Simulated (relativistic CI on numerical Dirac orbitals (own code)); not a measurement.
Hg7+: computed level list

Computed by Dirac-Coulomb-Breit CI, orbitals from a KLI potential per configuration, QED by a radiative potential, unscaled Slater integrals (own radial code, finite nucleus).

Configuration list (outside the closed core [Kr] 4d10 4f14): 5s²5p⁶5d⁵, 5s²5p⁶5d⁴6s, 5s²5p⁶5d⁴5f, 5s²5p⁶5d⁴6p, 5s²5p⁵5d⁶, 5s²5p⁶5d³6s6p, 5s²5p⁶5d⁴5g, 5s²5p⁶5d³5f6s, 5s²5p⁶5d⁴6d, 5s²5p⁶5d⁴7s, 5s5p⁶5d⁶, 5s²5p⁶5d⁴7p, 5s²5p⁶5d⁴6f, 5s²5p⁶5d⁴7d, 5s²5p⁶5d⁴8s, 5s²5p⁶5d⁴8p, 5s²5p⁵5d⁵5g, 5s²5p⁶5d⁴6g, 5s²5p⁶5d³6s², 5s²5p⁶5d²5f6s², 5s²5p⁶5d²6s²6p, 5s²5p⁶5d²5g6s², 5s²5p⁶5d²6s²6d, 5s²5p⁶5d³6p², 5s²5p⁶5d²6s6p², 5s²5p⁶5d²5f6p², 5s²5p⁶5d²6p³, 5s²5p⁶5d²5g6p², 5s²5p⁶5d²6p²6d, 5p⁶5d⁷, 5p⁵5d⁸. Double excitations out of closed p, d and f shells are left out; levels of such configurations are missing from the list, as are those of other unlisted configurations, and high levels can miss mixing partners. These lack a partner that the ground configuration has and come out too high: 5s²5p⁵5d⁵5g.

The lowest level is 5s²5p⁶5d⁵ ⁶S5/2, with 77 % of that term; Hund's rules for 5s²5p⁶5d⁵ give ⁶S with J = 5/2, in agreement.

| No. | Configuration | Term | J | E (cm⁻¹) | % | Landé g | jj configuration (%) |
| --- | --- | --- | --- | --- | --- | --- | --- |
| 1 | 5s²5p⁶5d⁵ | ⁶S | 5/2 | 0.0 | 77 | 1.889 | 5d3/2^3 5d5/2^2 (40) |
| 2 | 5s²5p⁶5d⁵ | ⁴G | 5/2 | 22381.1 | 27 | 1.063 | 5d5/2 (62) |
| 3 | 5s²5p⁶5d⁵ | ⁴G | 7/2 | 32168.1 | 58 | 1.106 | 5d3/2^3 5d5/2^2 (89) |
| 4 | 5s²5p⁶5d⁵ | ⁴D | 3/2 | 33025.6 | 45 | 1.348 | 5d3/2^3 5d5/2^2 (88) |
| 5 | 5s²5p⁶5d⁵ | ⁴G | 11/2 | 34418.6 | 70 | 1.204 | 5d3/2^3 5d5/2^2 (78) |
| 6 | 5s²5p⁶5d⁵ | ⁴G | 5/2 | 35503.1 | 40 | 1.080 | 5d3/2^3 5d5/2^2 (52) |
| 7 | 5s²5p⁶5d⁵ | ⁴G | 9/2 | 36417.7 | 77 | 1.167 | 5d3/2^3 5d5/2^2 (61) |
| 8 | 5s²5p⁶5d⁵ | ⁴P | 1/2 | 38522.7 | 61 | 1.803 | 5d3/2^3 5d5/2^2 (60) |
| 9 | 5s²5p⁶5d⁵ | ⁴D | 7/2 | 44565.7 | 55 | 1.266 | 5d3/2^2 5d5/2^3 (68) |
| 10 | 5s²5p⁶5d⁵ | ²D | 5/2 | 46575.5 | 34 | 1.253 | 5d3/2^3 5d5/2^2 (52) |
| 11 | 5s²5p⁶5d⁵ | ²I | 11/2 | 51499.4 | 68 | 1.016 | 5d3/2^2 5d5/2^3 (82) |
| 12 | 5s²5p⁶5d⁵ | ⁴D | 1/2 | 51690.8 | 69 | 0.781 | 5d3/2^2 5d5/2^3 (87) |
| 13 | 5s²5p⁶5d⁵ | ²F | 7/2 | 52006.2 | 39 | 1.132 | 5d3/2^3 5d5/2^2 (61) |
| 14 | 5s²5p⁶5d⁵ | ⁴D | 3/2 | 52922.1 | 41 | 1.188 | 5d3/2^2 5d5/2^3 (58) |
| 15 | 5s²5p⁶5d⁵ | ²G | 9/2 | 55379.3 | 48 | 1.155 | 5d3/2^2 5d5/2^3 (62) |
| 16 | 5s²5p⁶5d⁵ | ⁴F | 3/2 | 55685.0 | 52 | 0.845 | 5d3/2^2 5d5/2^3 (74) |
| 17 | 5s²5p⁶5d⁵ | ²I | 13/2 | 57187.2 | 100 | 1.076 | 5d3/2^2 5d5/2^3 (100) |
| 18 | 5s²5p⁶5d⁵ | ²F | 5/2 | 58963.6 | 35 | 1.023 | 5d3/2^2 5d5/2^3 (66) |
| 19 | 5s²5p⁶5d⁵ | ²H | 9/2 | 66115.2 | 52 | 1.105 | 5d3/2^2 5d5/2^3 (99) |
| 20 | 5s²5p⁶5d⁵ | ⁴F | 5/2 | 66806.7 | 35 | 1.097 | 5d3/2^2 5d5/2^3 (57) |
| 21 | 5s²5p⁶5d⁵ | ²G | 7/2 | 67903.9 | 58 | 1.006 | 5d3/2^2 5d5/2^3 (92) |
| 22 | 5s²5p⁶5d⁵ | ²F | 5/2 | 71643.5 | 43 | 1.076 | 5d3/2^2 5d5/2^3 (54) |
| 23 | 5s²5p⁶5d⁵ | ²D | 3/2 | 72167.8 | 60 | 0.727 | 5d3/2 5d5/2^4 (46) |
| 24 | 5s²5p⁶5d⁵ | ²F | 7/2 | 74284.9 | 64 | 1.085 | 5d3/2^2 5d5/2^3 (50) |
| 25 | 5s²5p⁶5d⁵ | ²S | 1/2 | 77040.9 | 76 | 1.937 | 5d3/2^2 5d5/2^3 (39) |
| 26 | 5s²5p⁶5d⁵ | ⁴F | 7/2 | 78753.1 | 48 | 1.185 | 5d3/2 5d5/2^4 (74) |
| 27 | 5s²5p⁶5d⁵ | ²G | 9/2 | 80829.8 | 48 | 1.097 | 5d3/2 5d5/2^4 (56) |
| 28 | 5s²5p⁶5d⁵ | ²H | 11/2 | 81354.2 | 68 | 1.066 | 5d3/2 5d5/2^4 (94) |
| 29 | 5s²5p⁶5d⁵ | ²D | 3/2 | 87204.8 | 80 | 0.835 | 5d3/2 5d5/2^4 (54) |
| 30 | 5s²5p⁶5d⁵ | ²D | 5/2 | 89964.5 | 59 | 1.097 | 5d3/2 5d5/2^4 (62) |
| 31 | 5s²5p⁶5d⁵ | ²D | 5/2 | 96210.8 | 56 | 1.111 | 5d5/2^5 (40) |
| 32 | 5s²5p⁶5d⁵ | ²G | 9/2 | 97043.1 | 95 | 1.111 | 5d3/2^2 5d5/2^3 (59) |
| 33 | 5s²5p⁶5d⁵ | ²G | 7/2 | 101185.3 | 83 | 0.932 | 5d3/2 5d5/2^4 (70) |
| 34 | 5s²5p⁶5d⁵ | ²P | 3/2 | 108058.0 | 81 | 1.237 | 5d3/2^2 5d5/2^3 (80) |
| 35 | 5s²5p⁶5d⁵ | ²P | 1/2 | 116247.1 | 87 | 0.813 | 5d3/2 5d5/2^4 (56) |
| 36 | 5s²5p⁶5d⁵ | ²D | 5/2 | 126162.1 | 92 | 1.193 | 5d3/2^2 5d5/2^3 (62) |
| 37 | 5s²5p⁶5d⁵ | ²D | 3/2 | 130096.8 | 81 | 0.883 | 5d3/2 5d5/2^4 (78) |
| 38 | 5s²5p⁶5d⁴6s | ⁶D | 1/2 | 190140.0 | 64 | 2.983 | 5d3/2^4 6s (63) |
| 39 | 5s²5p⁶5d⁴6s | ⁶D | 3/2 | 198208.1 | 83 | 1.828 | 5d3/2^3 5d5/2 6s (77) |
| 40 | 5s²5p⁶5d⁴6s | ⁶D | 5/2 | 204849.8 | 89 | 1.621 | 5d3/2^2 5d5/2^2 6s (55) |
| 41 | 5s²5p⁶5d⁴6s | ⁶D | 7/2 | 209857.1 | 82 | 1.530 | 5d3/2^2 5d5/2^2 6s (49) |
| 42 | 5s²5p⁶5d⁴6s | ⁶D | 9/2 | 213260.8 | 65 | 1.456 | 5d3/2^3 5d5/2 6s (46) |
| 43 | 5s²5p⁶5d⁴6s | ⁴D | 1/2 | 213323.5 | 49 | 0.848 | 5d3/2^3 5d5/2 6s (61) |
| 44 | 5s²5p⁶5d⁴6s | ⁴D | 3/2 | 222532.6 | 67 | 1.162 | 5d3/2^3 5d5/2 6s (67) |
| 45 | 5s²5p⁶5d⁴6s | ⁴H | 7/2 | 224007.0 | 44 | 0.906 | 5d3/2^3 5d5/2 6s (84) |

Energies count from the lowest computed level. Filled j subshells are mostly left out of the jj labels.

The mean weight of the leading LS term, summed over parents, in these 45 levels is 62 %, and that of the leading jj configuration (from the same eigenvectors) 66 %.

At this charge configurations can still be misplaced by up to about 7 % of their energy. Terms inside the open d or f shell come out 10 to 20 % too wide with unscaled integrals. Levels and lines within the n = 5 or 6 shells can be off by up to 10 % or somewhat more, and those that change n by about 2 %, since core polarisation is missing.

LS names give the leading component of a level, which can be under half, so a name can repeat, a term be missing and a line seem to break the LS rules.
